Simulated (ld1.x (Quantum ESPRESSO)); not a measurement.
The numbers below are computed, except where a source is named.
Potentials for aluminium compared

Generated with ld1.x 7.5 (TM, RRKJ, ultrasoft, PAW), atompaw 4.2 or ONCVPSP 4.0.1. The cutoff is in Ry: for ld1.x and atompaw files where the sum of valence levels is converged to 10 mRy in a Bessel basis, for ONCV files where the hardest occupied wave has 1 mHa per electron of residual kinetic energy. The error is the largest all-electron minus pseudo excitation energy over each file’s own four to seven test configurations (ionisations up to +4, promotions, holes and added fractions of an electron), all of which were solved. The labels leave out finer settings (local radius, basis sizes, second energies), which also bear on the numbers. Spin-polarised tests are not counted. The rows are a selection from randomly drawn settings: files with unsolved tests, undetermined cutoffs or missed reference levels are left out.

| potential | cutoff (Ry) | largest error (meV) | bound ghosts |
| --- | --- | --- | --- |
| ultrasoft, PBEsol, scalar-relativistic, rc 1.80/2.00/2.15 (spd), local smoothed, core correction no, reference 3s2 3p1 | 8 | +24 | none |
| TM, BLYP, scalar-relativistic, rc 2.00/2.00/1.60 (spd), local smoothed, core correction no, reference 3s2 3p1 | 10 | +110 | none |
| RRKJ, PBEsol, non-relativistic, rc 1.95/1.75/1.50 (spd), local smoothed, core correction no, reference 3s2 3p1 | 12 | +40 | none |
| TM, PBE, non-relativistic, rc 1.80/2.30/2.00 (spd), local s, core correction yes, reference 3s1 3p0 | 10 | +49 | none |
| TM, PBE, non-relativistic, rc 2.15/2.85/2.35 (spd), local p, core correction yes, reference 3s2 3p0.75 | 10 | -7.4 | none |
| ultrasoft, LDA (PZ), non-relativistic, rc 2.40/1.70/2.45 (spd), local smoothed, core correction no, reference 3s2 3p0.5 | 6 | +71 | none |
| PAW, LDA (PZ), scalar-relativistic, rc 1.15/0.95/0.95 (spd), local smoothed, core correction yes, reference 2s2 2p6 3s2 3p1 | 110 | -7.2 | none |

(1) Fill in the row for Al: PAW, LDA (PZ), non-relativistic, rc 2.05/1.85 (sp), local smoothed, core correction yes, reference 3s2 3p0.75.

(2) Fill in the row for Al: ultrasoft, LDA (PZ), scalar-relativistic, rc 2.25/2.65/2.65 (spd), local smoothed, core correction yes, reference 3s2 3p0.75.

Results:

(1) cutoff 6 Ry, largest error -23 meV, bound ghosts: none.

(2) cutoff 6 Ry, largest error +51 meV, bound ghosts: none.
